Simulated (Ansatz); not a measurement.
Harmonic frequencies (cm⁻¹) at PBE0-D4/def2-TZVP from Ansatz: 35, 123, 141, 193, 235, 266, 377, 464, 600, 660, 673, 859, 875, 903, 1014, 1062, 1084, 1257, 1419, 2564, 2639, 3059, 3137, 3959.

Each molecule was computed in one conformer, which needn't be the lowest.

**Question.** Which molecule is it?
A. `B[CH2][Al]([OH])[Cl]`
B. `BNC(=N)F`
C. `OC/N=C\F`
D. `O=C(S)CO`

**Answer.** A.
